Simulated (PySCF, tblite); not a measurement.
One entry of a table of gas-phase calculations, keyed by method. Lists by class give the value and the number of equivalent atoms.

```json
{
 "formula": "C5H6F2O",
 "smiles": "C=C(C=O)[C@H](F)CF",
 "charge": 0,
 "multiplicity": 1,
 "geometry_level": "GFN2-xTB",
 "atoms_angstrom": [
  ["C", 1.061, 1.465, -0.54],
  ["C", 0.7, 0.293, -0.021],
  ["C", 1.199, -0.161, 1.285],
  ["O", 0.901, -1.203, 1.81],
  ["C", -0.267, -0.645, -0.698],
  ["F", -0.424, -0.315, -2.025],
  ["C", -1.63, -0.633, 0.002],
  ["F", -2.033, 0.648, 0.275],
  ["H", 1.743, 2.117, -0.022],
  ["H", 0.686, 1.798, -1.492],
  ["H", 1.892, 0.552, 1.767],
  ["H", 0.122, -1.671, -0.675],
  ["H", -2.39, -1.082, -0.644],
  ["H", -1.561, -1.163, 0.956]
 ],
 "electronic_structure_code": "PySCF",
 "results": {
  "GFN2-xTB geometry": {
   "point_group": "C1",
   "rotational_constants_GHz": [2.457, 1.722, 1.422]
  },
  "PBE0/def2-SVPD ground state and vertical TDDFT (core frozen in the response)": {
   "dipole_D": 1.44,
   "homo_eV": -8.01,
   "lumo_eV": -2.21,
   "S1_eV": 3.77,
   "strongest_line_of_8_singlets_eV": 5.95,
   "T1_tda_eV": 3.23,
   "polarisability_au": 65.2,
   "r2_bohr2_about_centre_of_nuclear_charge": 916.9,
   "singlets_eV_and_f": [
    [3.77, 0.0],
    [5.95, 0.224],
    [6.45, 0.06],
    [6.85, 0.005],
    [6.91, 0.026],
    [7.1, 0.019],
    [7.61, 0.024],
    [7.93, 0.002]
   ],
   "triplets_tda_eV": [3.23, 3.58, 5.94]
  },
  "PBE0/pcSseg-1 ground state and GIAO shieldings, non-relativistic": {
   "shift_vs_computed_TMS_C_by_class_ppm": [
    [197.3, 1],
    [152.9, 1],
    [144.6, 1],
    [95.1, 1],
    [87.2, 1]
   ],
   "shift_vs_computed_TMS_H_by_class_ppm": [
    [9.85, 1],
    [7.17, 1],
    [6.66, 1],
    [5.59, 1],
    [5.13, 1],
    [5.01, 1]
   ],
   "shielding_other_nuclei_by_class_ppm": [
    ["O", -330.9, 1],
    ["F", 403.0, 1],
    ["F", 427.4, 1]
   ],
   "charges_hirshfeld_e_by_atom": [-0.05, -0.02, 0.12, -0.21, 0.06, -0.1, 0.02, -0.12, 0.06, 0.06, 0.05, 0.05, 0.05, 0.05]
  },
  "B3LYP/pcJ-1 indirect spin-spin coupling, non-relativistic, gas phase; spin–dipole term left out for some pairs": {
   "largest_one_bond_couplings_by_class_Hz": [
    ["19F–13C", -235.7, 1],
    ["19F–13C", -233.4, 1],
    ["13C–1H", 178.3, 1],
    ["13C–1H", 174.0, 1],
    ["13C–1H", 165.1, 1],
    ["13C–1H", 159.1, 1],
    ["13C–1H", 158.9, 1],
    ["13C–1H", 158.4, 1]
   ]
  },
  "GFN2-xTB harmonic vibrations, gas phase": {
   "strongest_ir_bands_cm-1_km_per_mol_modes": [
    [932.8, 43.7, 1],
    [1072.0, 31.4, 1],
    [1091.7, 39.2, 1],
    [1673.9, 45.3, 1],
    [1745.6, 265.5, 1],
    [2795.5, 100.3, 1]
   ],
   "zpe_kcal_per_mol": 62.2
  }
 }
}
```

A dipole of 1.44 D is allowed in C1, and pure rotational transitions are dipole-allowed. The zero-point energy, half the sum of the 36 harmonic wavenumbers, equals 21770 cm⁻¹ or 260 kJ/mol. In wavenumbers S1 is 30400 cm⁻¹ (1 eV = 8065.54 cm⁻¹). In atomic units the dipole is 0.57 e·bohr (1 au = 2.5417 D). With B = h/(8π²I), that is 505.379 GHz u Å² over I, the principal moments of inertia are 205.7, 293.6 and 355.4 u Å² (most abundant isotopes).

Conformer computed: `[CH2:1]=[C:2]([CH:3]=[O:4])[C@H:5]([F:6])[CH2:7][F:8]`: C1–C2–C3–O4 179°, C1–C2–C5–F6 16°, C2–C5–C7–F8 45°.

One conformer stands for the species.
